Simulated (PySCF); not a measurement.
C2H5Zn, doublet, at a GFN2-xTB geometry (such geometries of metal compounds can be far from the true shape) (the spin is typed, not shown lowest); PBE-D3BJM/6-31G* (PySCF).

PySCF was given this input:
```python
from pyscf import gto, scf, dft

mol = gto.M(
    atom='''
Zn    0.440327    0.700161    0.500501
C    -0.026347   -1.212569   -0.538989
C    -1.416472   -1.153775   -1.132365
H     0.055746   -2.012509    0.196348
H     0.727547   -1.356421   -1.312497
H    -1.502264   -0.348184   -1.862071
H    -2.170970   -1.001250   -0.360176
H    -1.662964   -2.088402   -1.648515
''',
    basis='6-31g*',
    charge=0,
    spin=1,
    verbose=4,
)

mf = dft.UKS(mol)
mf.xc = 'pbe'
mf.disp = 'd3bjm'
mf.kernel()
```

It wrote (shortened):

```
PySCF version 2.14.0

[INPUT] verbose = 4
[INPUT] num. atoms = 8
[INPUT] num. electrons = 47
[INPUT] charge = 0
[INPUT] spin (= nelec alpha-beta = 2S) = 1
[INPUT] symmetry False subgroup None
[INPUT] Mole.unit = angstrom
[INPUT] Symbol           X                Y                Z      unit          X                Y                Z       unit  Magmom
[INPUT]  1 Zn     0.440327000000   0.700161000000   0.500501000000 AA    0.832097435251   1.323112533102   0.945809815071 Bohr   0.0
[INPUT]  2 C     -0.026347000000  -1.212569000000  -0.538989000000 AA   -0.049788614204  -2.291423317138  -1.018541594153 Bohr   0.0
[INPUT]  3 C     -1.416472000000  -1.153775000000  -1.132365000000 AA   -2.676744143115  -2.180318759370  -2.139859723043 Bohr   0.0
[INPUT]  4 H      0.055746000000  -2.012509000000   0.196348000000 AA    0.105344672540  -3.803090833222   0.371043945106 Bohr   0.0
[INPUT]  5 H      0.727547000000  -1.356421000000  -1.312497000000 AA    1.374864572749  -2.563264199609  -2.480259869313 Bohr   0.0
[INPUT]  6 H     -1.502264000000  -0.348184000000  -1.862071000000 AA   -2.838867526794  -0.657972400956  -3.518804214495 Bohr   0.0
[INPUT]  7 H     -2.170970000000  -1.001250000000  -0.360176000000 AA   -4.102538724647  -1.892088282221  -0.680633996641 Bohr   0.0
[INPUT]  8 H     -1.662964000000  -2.088402000000  -1.648515000000 AA   -3.142546515011  -3.946507817994  -3.115241862237 Bohr   0.0

nuclear repulsion = 135.683745207125
number of shells = 34
number of NR pGTOs = 171
number of NR cGTOs = 72
basis = 6-31g*
ecp = {}

******** <class 'pyscf.dft.uks.UKS'> ********
method = UKS
initial guess = minao
damping factor = 0
level_shift factor = 0
DIIS = <class 'pyscf.scf.diis.CDIIS'>
diis_start_cycle = 1
diis_space = 8
diis_damp = 0
SCF conv_tol = 1e-09
SCF conv_tol_grad = None
SCF max_cycles = 50
direct_scf = True
direct_scf_tol = 1e-13
number electrons alpha = 24  beta = 23
XC library pyscf.dft.libxc version 7.1.2
    S. Lehtola, C. Steigemann, M. J. T. Oliveira, and M. A. L. Marques,  SoftwareX 7, 1–5 (2018)
XC functionals = pbe
    J. P. Perdew, K. Burke, and M. Ernzerhof,  Phys. Rev. Lett. 77, 3865 (1996)
    J. P. Perdew, K. Burke, and M. Ernzerhof,  Phys. Rev. Lett. 78, 1396 (1997)
    J. P. Perdew, K. Burke, and M. Ernzerhof,  Phys. Rev. Lett. 77, 3865 (1996)
    J. P. Perdew, K. Burke, and M. Ernzerhof,  Phys. Rev. Lett. 78, 1396 (1997)
radial grids:
    Treutler-Ahlrichs [JCP 102, 346 (1995); DOI:10.1063/1.469408] (M4) radial grids

becke partition: Becke, JCP 88, 2547 (1988); DOI:10.1063/1.454033
pruning grids: <function nwchem_prune>
grids dens level: 3
symmetrized grids: False
atomic radii adjust function: <function treutler_atomic_radii_adjust>
small_rho_cutoff = 0
Set gradient conv threshold to 3.16228e-05
tot grids = 97920
Calc dispersion correction with DFTD3.
Parameters: xc=pbe, version=d3bjm, atm=False
init E= -1857.35969795746

cycle= 1 E= -1857.71307117727  delta_E= -0.353  |g|= 0.429  |ddm|= 1.66
cycle= 2 E= -1857.2444292591  delta_E= 0.469  |g|= 0.915  |ddm|= 1.47
cycle= 3 E= -1857.82925251052  delta_E= -0.585  |g|= 0.0579  |ddm|= 1.12
cycle= 4 E= -1857.82959032673  delta_E= -0.000338  |g|= 0.0588  |ddm|= 0.129
cycle= 5 E= -1857.83145211061  delta_E= -0.00186  |g|= 0.00933  |ddm|= 0.0567
cycle= 6 E= -1857.83150428274  delta_E= -5.22e-05  |g|= 0.00251  |ddm|= 0.0131
cycle= 7 E= -1857.83150852202  delta_E= -4.24e-06  |g|= 0.00117  |ddm|= 0.00474
cycle= 8 E= -1857.83150948326  delta_E= -9.61e-07  |g|= 0.000353  |ddm|= 0.00186
cycle= 9 E= -1857.8315095202  delta_E= -3.69e-08  |g|= 0.000164  |ddm|= 0.000517
cycle= 10 E= -1857.83150952863  delta_E= -8.43e-09  |g|= 4.15e-05  |ddm|= 0.00017
cycle= 11 E= -1857.83150952922  delta_E= -5.93e-10  |g|= 3.76e-05  |ddm|= 0.000117
cycle= 12 E= -1857.83150953027  delta_E= -1.05e-09  |g|= 5.99e-06  |ddm|= 5.71e-05
cycle= 13 E= -1857.83150953029  delta_E= -1.86e-11  |g|= 9.42e-07  |ddm|= 8.13e-06
Extra cycle  E= -1857.83150953028  delta_E= 7.96e-12  |g|= 1.39e-06  |ddm|= 2.86e-06
converged SCF energy = -1857.83150953028  <S^2> = 0.75485836  2S+1 = 2.0048525
```
